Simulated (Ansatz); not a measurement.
Reaction (cleavage of the B–Si bond): `F[SiH2]B[SiH3]` + `C=N` → `C=NB[SiH3]` + `F[SiH3]`

Calculated with Ansatz (gas phase, PBE0-D4/def2-TZVP geometries, no zero-point term in ΔE). CCSD(T)/CBS is the MP2 limit (def2-TZVPP, def2-QZVPP) plus CCSD(T) − MP2 in def2-TZVPP, frozen cores. This one scheme is used for every species. Functionals use def2-TZVPP. Each species was taken in one conformer, which may not be the lowest.

```json
{"level": "LDA (SPW92)", "ΔE (kJ/mol)": "-178.4", "difference from CCSD(T)/CBS": "-33.5"}
{"level": "PBE-D4", "ΔE (kJ/mol)": "-158.5", "difference from CCSD(T)/CBS": "-13.6"}
{"level": "revPBE-D4", "ΔE (kJ/mol)": "-154.2", "difference from CCSD(T)/CBS": "-9.3"}
{"level": "r2SCAN0-D4", "ΔE (kJ/mol)": "-154.1", "difference from CCSD(T)/CBS": "-9.2"}
{"level": "ωB97X-V", "ΔE (kJ/mol)": "-142.3", "difference from CCSD(T)/CBS": "2.6"}
{"level": "ωB97M-V", "ΔE (kJ/mol)": "-150.1", "difference from CCSD(T)/CBS": "-5.2"}
{"level": "PBE", "ΔE (kJ/mol)": "-159.5", "difference from CCSD(T)/CBS": "-14.6"}
{"level": "BLYP", "ΔE (kJ/mol)": "-165.3", "difference from CCSD(T)/CBS": "-20.4"}
{"level": "CAM-B3LYP", "ΔE (kJ/mol)": "-158.8", "difference from CCSD(T)/CBS": "-13.9"}
{"level": "CCSD/def2-SVP", "ΔE (kJ/mol)": "-156.6", "difference from CCSD(T)/CBS": "-11.7"}
{"level": "CCSD(T)/CBS", "ΔE (kJ/mol)": "-144.9", "difference from CCSD(T)/CBS": "0"}
```

Largest T1 diagnostic among the species: 0.017.

From BLYP to BHLYP (50 % exact exchange), in def2-TZVPP and without D4, ΔE moves by +12.9 kJ/mol. Leaving LDA and LC-ωPBE aside and taking each functional with its dispersion term where it has one, the values, not all of them listed here, spread over 21.5 kJ/mol, from BLYP-D4 to ωB97X-V. LDA lies −19.0 kJ/mol from PBE without D4.
